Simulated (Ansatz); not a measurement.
`C=CCCCCCCCCCC` with charge +1, relaxed as a doublet with UKS r2SCAN-D4/def2-SVP in Ansatz, starting from the r2SCAN-D4/def2-SVP geometry of the neutral singlet. Force threshold 0.03 eV/Å.

The gap within one spin of the relaxed charge 1 doublet nearly closes, so an electron or hole may be smeared out by delocalisation error.

Start:

Cartesian coordinates in Å:
```
C -1.789 5.449 2.609
C -2.323 4.799 1.569
C -1.961 3.413 1.130
C -1.381 3.379 -0.291
C -1.115 1.973 -0.830
C -0.050 1.190 -0.064
C 0.263 -0.171 -0.680
C 1.327 -0.949 0.092
C 1.742 -2.278 -0.543
C 0.633 -3.328 -0.597
C 1.052 -4.659 -1.226
C 2.133 -5.411 -0.455
H -2.094 6.468 2.866
H -1.028 4.980 3.245
H -3.080 5.311 0.957
H -1.249 2.974 1.850
H -2.866 2.773 1.152
H -0.446 3.969 -0.310
H -2.079 3.901 -0.971
H -2.060 1.397 -0.834
H -0.806 2.051 -1.889
H -0.370 1.041 0.984
H 0.878 1.792 -0.012
H -0.672 -0.759 -0.739
H 0.599 -0.034 -1.726
H 0.966 -1.134 1.123
H 2.222 -0.309 0.200
H 2.600 -2.681 0.022
H 2.116 -2.092 -1.569
H 0.258 -3.511 0.429
H -0.226 -2.927 -1.164
H 0.159 -5.303 -1.317
H 1.396 -4.477 -2.262
H 2.336 -6.395 -0.906
H 3.087 -4.860 -0.435
H 1.828 -5.582 0.592
```

```tsv
step	energy (eV)	largest force component (eV/Å)	SCF passes
1	-12809.9229	1.838	84
2	-12810.0467	0.597	30
3	-12810.0599	0.173	31
4	-12810.0623	0.238	30
5	-12810.0634	0.184	29
6	-12810.0699	0.072	30
7	-12810.0716	0.068	25
8	-12810.0726	0.213	30
9	-12810.0751	0.073	28
10 (rejected)	-12810.0740	0.077	30
11	-12810.0758	0.047	31
12	-12810.0763	0.192	30
13	-12810.0771	0.071	27
14	-12810.0775	0.022	26
15	-12810.0778	0.037	30
16	-12810.0780	0.033	26
17	-12810.0782	0.018	30
18	-12810.0783	0.059	27
19	-12810.0784	0.030	27
20	-12810.0785	0.083	27
21	-12810.0787	0.022	19
```

Force components are those of the run's own axes.

End:

```xyz
36

C    -1.675    5.649    2.256
C    -2.423    4.716    1.570
C    -1.971    3.351    1.274
C    -1.406    3.356   -0.195
C    -1.132    1.930   -0.696
C    -0.071    1.162    0.079
C     0.303   -0.141   -0.627
C     1.313   -0.985    0.170
C     1.731   -2.258   -0.537
C     0.645   -3.338   -0.669
C     1.113   -4.615   -1.341
C     2.070   -5.449   -0.499
H    -2.072    6.646    2.470
H    -0.670    5.410    2.621
H    -3.400    5.023    1.174
H    -1.183    3.016    1.965
H    -2.816    2.642    1.304
H    -0.484    3.961   -0.210
H    -2.126    3.849   -0.869
H    -2.074    1.354   -0.726
H    -0.817    2.051   -1.752
H    -0.430    0.924    1.098
H     0.831    1.789    0.205
H    -0.605   -0.752   -0.801
H     0.712    0.087   -1.628
H     0.896   -1.224    1.165
H     2.206   -0.355    0.349
H     2.553   -2.726    0.052
H     2.164   -2.028   -1.528
H     0.219   -3.560    0.326
H    -0.176   -2.894   -1.273
H     0.227   -5.245   -1.572
H     1.556   -4.379   -2.326
H     2.355   -6.379   -1.010
H     2.998   -4.877   -0.299
H     1.638   -5.713    0.480
```

By distances, no bond broke or formed. The bond that changes most is C1–C2, from 1.34 to 1.38 Å (atoms count from 1).

The force fell under the threshold at step 14, but the optimiser went on. No frequencies were taken in this run, so the end may be a saddle point.

It took 8.5 min on 4 threads of Intel Xeon on a shared host.
